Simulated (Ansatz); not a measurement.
`[SiH3][SiH2]SS` → `[SiH3]SS` + `[SiH2]`  (silylene loss)

Calculated with Ansatz (gas phase, PBE0-D4/def2-TZVP geometries, no zero-point term in ΔE). CCSD(T)/CBS is the MP2 limit (def2-TZVPP, def2-QZVPP) plus CCSD(T) − MP2 in def2-TZVPP, frozen cores. This one scheme is used for every species. Functionals use def2-TZVPP. One conformer a species, not always the lowest.

| level | ΔE (kJ/mol) |
| --- | --- |
| PBE-D4 | 254.9 |
| PBE0-D4 | 259.4 |
| BHLYP | 229.5 |
| CAM-B3LYP | 231.6 |
| MP2/def2-SVP | 238.2 |
| CCSD/def2-SVP | 217.0 |
| CCSD/def2-TZVPP | 225.8 |
| HF/CBS(def2) | 210.8 |

Q: What does CCSD(T)/CBS give? (Estimate.)

A: Ansatz gave: +239.0 kJ/mol. The listed levels differ from it by 15.9, 20.4, -9.5, -7.4, -0.8, -22.0, -13.2, -28.2 kJ/mol.

Q: What do rigid-rotor, harmonic-oscillator terms from PBE0-D4/def2-TZVP frequencies (298.15 K, 1 bar) make of the CCSD(T)/CBS value? (An estimate is asked.)

A: Computed: ΔZPE = -13.8 kJ/mol, ΔH = +227.9 kJ/mol, ΔS = 141 J/(mol·K), ΔG = +185.8 kJ/mol.

Largest T1 diagnostic among the species: 0.014.

In def2-TZVPP, CCSD(T) changes the Hartree–Fock value by +20.9 kJ/mol (the triples alone add +5.7 kJ/mol) and MP2 by +35.9 kJ/mol. Leaving LDA and LC-ωPBE aside and taking each functional with its dispersion term where it has one, the values, not all of them listed here, spread over 34.7 kJ/mol, from BLYP-D4 to r2SCAN-D4. LDA lies +31.4 kJ/mol from PBE without D4.

CCSD(T)/CBS has its own doubt, a few kJ/mol and more with outer-core shells, so smaller differences from it don't rank the levels.
